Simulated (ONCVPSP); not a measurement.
Pd (Z = 46): one change to an ONCV potential, before and after

ONCVPSP 4.0.1 input, shortened (lines: element, Z, core and valence counts, functional; n l f; lmax; l rc ep ncon nbas qcut; lloc lpopt rc5 dvloc0; l nproj debl; icmod fcfact rcfact), PBE, fully relativistic:

```
  Pd 46.00    6    3        4      upf
    1    0    2.00
    2    0    2.00
    2    1    6.00
    3    0    2.00
    3    1    6.00
    3    2   10.00
    4    0    2.00
    4    1    6.00
    4    2    9.00
    2
    0    1.55    0.00    5   10    7.80
    1    1.40    0.00    4    7   12.20
    2    1.35    0.00    4    8    7.60
    4    4    0.85    0.00
    0    2    1.90
    1    2    2.60
    2    3    1.40
    2    0.60    1.10
```

Open shells are filled in proportion to 2j + 1.

In the s channel the program set the typed energies aside and used -3.551, 0.250 Ha.

All-electron outer shells of the reference configuration (PBE, scalar-relativistic, ld1.x):

| shell | level (eV) | outermost node (bohr) | outermost maximum (bohr) |
| --- | --- | --- | --- |
| 4s | -96.68 | 0.45 | 0.85 |
| 4p | -62.47 | 0.46 | 0.91 |
| 4d | -14.61 | 0.45 | 1.09 |

Change: scalar-relativistic. In the s channel the program set the typed energies aside and used -3.553, 0.250 Ha.

Cutoffs: the cutoffs (Ha) at which the residual kinetic energy of the hardest occupied pseudo-wave falls to 1 and 0.1 mHa per electron; they do not see the model core or the augmentation charge, which bear on the density cutoff. Errors are all-electron minus pseudo energies relative to the spin-unpolarised reference configuration.

How do hardness, ghosts and transferability respond?

The potential gets neither clearly harder nor softer (43 Ha and 82 Ha → 43 Ha and 78 Ha); of the 4 tests that both files solve, the error grows in 2 and shrinks in 1 by more than 15 % and 0.3 meV (median size 2.5 → 1.0 meV); neither file shows a bound ghost.

```csv
quantity,base,changed
"cutoff, loose",43 Ha,43 Ha
"cutoff, tight",82 Ha,78 Ha
loose cutoff by channel,"s 25 Ha, p 43 Ha, d 28 Ha","s 25 Ha, p 43 Ha, d 28 Ha"
bound ghosts,none,none
GHOST(+) flags under 300 eV,s at 193.8 eV,s at 193.8 eV
"error for 4s2 4p6 4d10, meV [ΔE -9.12 eV]",-0.4,-0.5
"error for 4s2 4p6 4d8, meV [ΔE 20.82 eV]",+0.5,-1.0
"error for 4s2 4p6 4d7, meV [ΔE 55.18 eV]",+4.5,-1.0
"error for 4s2 4p5 4d10, meV [ΔE 48.15 → 48.05 eV]",-17,-51
s: phases at 1.57 bohr within 0.05 rad from the reference energy up to (Ha; the scan ends near 5),to the end of the scan,to the end of the scan
"rms error of d²Exc/dni dnj with the model core, mHa",5.64,1.41
```
